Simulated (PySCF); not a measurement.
C₃H₉BN₂, SMILES C=CCB(N)N.

The structure is a stationary point at TPSSh-D3(BJ)/def2-SVP. The structure was generated by enumeration, and PubChem lists no compound with its InChIKey, so it may never have been made. The values are those of a single conformer.

Vertical ionisation energy (IE) and electron affinity (EA) in eV. Rows of orbital energies are one-electron estimates. Where ΔSCF, EOM or ADC give a negative EA the extra electron is unbound and the value depends on the basis.

```csv
level,IE,EA
"−ε(HOMO), −ε(LUMO), ωB97X/def2-TZVP (PySCF)",?,?
"−ε(HOMO), −ε(LUMO), PBE/def2-TZVP (PySCF)",5.46,0.50
```

Problem. Fill in the missing entries. (The exact figures need the calculation; the answer reports its results.)

Solution. 
- −ε(HOMO), −ε(LUMO), ωB97X/def2-TZVP (PySCF), IE: 9.25
- −ε(HOMO), −ε(LUMO), ωB97X/def2-TZVP (PySCF), EA: -2.67
